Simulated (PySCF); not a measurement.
```xyz
3
charge 0 multiplicity 2, angstrom
Sc    0.0000    0.0000    0.0000
Br    0.0000    0.0000    2.5110
Br    0.0000    0.0000   -2.5110
```

Method: PySCF, UB3LYP, basis Sc def2-SVP, Br def2-SVP (no relativity, density fitting).

This geometry of ScBr₂ is a stationary point at this level.

Q: What is the point group?

A: D∞h.

Q: Is it a minimum?

A: Yes: all harmonic wavenumbers are real, though the softest, 33 cm⁻¹, leaves little margin.

Q: Which band is strongest in the infrared?

A: 373 cm⁻¹ (σu+), 162 km/mol.

Q: What is the atomisation energy, with and without zero-point energy?

A: 812 kJ/mol without, 809 kJ/mol with.

This need not be the most stable arrangement of these atoms. With open d or f shells other occupations or spin states may lie lower. At this level a doublet minimum of C2v symmetry lies 8 kJ/mol below this structure.
